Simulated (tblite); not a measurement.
Species: CH₄BCl₃Ge.
Atom-mapped SMILES: `[CH3:1][Ge@@H:2]([Cl:3])[B:4]([Cl:5])[Cl:6]` (hydrogens: H7, H8, H9 on C1; H10 on Ge2)

Computed with GFN2-xTB (tblite), gas phase: L-BFGS steps from a force-field or distance-geometry start until the largest atomic force falls under 0.01 eV/Å.

Step 11: E = -573.9730 eV
```
atom  x, y, z in Å  |  force x, y, z in eV/Å
C1     -1.5166   -0.3855    0.1028   -0.036  -0.009   0.002
Ge2     0.1841    0.2188   -0.7108    0.140  -0.017   0.101
Cl3    -0.0679    2.2380   -1.2980   -0.038   0.070  -0.027
B4      1.7501    0.0720    0.6270    0.003  -0.063   0.044
Cl5     3.0794   -0.9448    0.3151    0.024   0.027  -0.019
Cl6     1.6537    0.8640    2.1342    0.000   0.025  -0.038
H7     -2.3533   -0.2932   -0.5828   -0.009   0.008  -0.012
H8     -1.7299    0.2093    0.9883   -0.009  -0.011  -0.006
H9     -1.4217   -1.4260    0.3990   -0.060  -0.011   0.019
H10     0.4310   -0.5478   -1.9972   -0.014  -0.018  -0.065
```

Step 12: E = -573.9743 eV
```
atom  x, y, z in Å  |  force x, y, z in eV/Å
C1     -1.5196   -0.3866    0.1032   -0.039  -0.006   0.006
Ge2     0.1848    0.2169   -0.7080    0.129  -0.010   0.040
Cl3    -0.0704    2.2382   -1.3012   -0.028   0.028  -0.002
B4      1.7548    0.0697    0.6300   -0.020  -0.053   0.020
Cl5     3.0857   -0.9442    0.3182    0.024   0.023  -0.022
Cl6     1.6571    0.8647    2.1347   -0.001   0.028  -0.028
H7     -2.3559   -0.2920   -0.5848    0.029   0.001   0.021
H8     -1.7316    0.2105    0.9889   -0.008  -0.039  -0.037
H9     -1.4258   -1.4283    0.4000   -0.068   0.029   0.009
H10     0.4299   -0.5443   -2.0034   -0.018  -0.001  -0.007
```

Task: Estimate the geometry and energy of step 13. (The exact step hangs on the optimiser's Hessian estimate; all steps are aligned on step 12, rigid shifts and turns removed.)

Result: E = -573.9751 eV, largest force 0.076 eV/Å
```
atom  x, y, z in Å  |  force x, y, z in eV/Å
C1     -1.5216   -0.3873    0.1034   -0.010   0.000  -0.002
Ge2     0.1878    0.2156   -0.7053    0.068  -0.004  -0.014
Cl3    -0.0725    2.2390   -1.3032   -0.015  -0.012   0.020
B4      1.7573    0.0672    0.6323   -0.021  -0.041   0.009
Cl5     3.0898   -0.9433    0.3196    0.030   0.015  -0.023
Cl6     1.6591    0.8656    2.1342   -0.002   0.031  -0.014
H7     -2.3571   -0.2912   -0.5857    0.043   0.002   0.026
H8     -1.7329    0.2106    0.9888   -0.010  -0.041  -0.040
H9     -1.4297   -1.4293    0.4008   -0.066   0.038   0.004
H10     0.4288   -0.5423   -2.0074   -0.017   0.012   0.034
```

The energy changes by -0.0008 eV. The first-order estimate −F·Δx gives -0.0012 eV and the mean of the old and new forces, exact on a quadratic surface, -0.0008 eV. The step makes an angle of 56° with the force vector and moves no atom by more than 0.005 Å.

What follows is the cost of the whole relaxation. Hardware: Arm Neoverse N1, one thread (shared host). Cost: 0.8 s of wall time.
